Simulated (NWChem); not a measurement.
The standard entropy of GeH2ClO (SMILES [O][GeH2][Cl]) from a frequency calculation

A doublet with charge 0, relaxed at UHF/6-31G* (spherical functions) (NWChem 7.3.0):

```xyz
5

O    -1.1129   -1.4933    0.0000
Ge    0.3430   -0.4505    0.0000
Cl   -0.2504    1.6216    0.0000
H     1.0936   -0.7260   -1.2990
H     1.0936   -0.7260    1.2990
```

Harmonic wavenumbers in cm⁻¹: 208, 444, 497, 639, 732, 853, 911, 2309, 2314.

Masses in u: O 15.999, Ge 72.63, Cl 35.45, H 1.008. Take T = 298.15 K, p = 1 bar, R = 8.3145 J/(mol K), kT/hc = 207.22 cm⁻¹, rigid rotor and harmonic oscillator.

Q: Work out S° at 298 K.

A: 
1. Translation (Sackur–Tetrode): S = R[3/2 ln M + 5/2 ln T − 1.1517] with M = 126.095 gives 169.2 J/(mol K).
2. Rotation: principal moments 36.391, 148.101, 177.688 u Å² give A, B, C = 0.4632, 0.1138, 0.0949 cm⁻¹; the symmetry number is σ = 1; q = (√π/σ)√((kT/hc)³/ABC) = 74754; S = R(ln q + 3/2) = 105.8.
3. Vibration: with u = ν̃/207.22, each mode gives R[u/(eᵘ − 1) − ln(1 − e⁻ᵘ)]; the sum is 18.8, most from 208 cm⁻¹ (8.6), 444 cm⁻¹ (3.4), 497 cm⁻¹ (2.8).
4. Spin: R ln 2 = 5.8.
5. Sum: 169.2 + 105.8 + 18.8 + 5.8 = 299.6 J/(mol K).

No measured value is set beside it here.
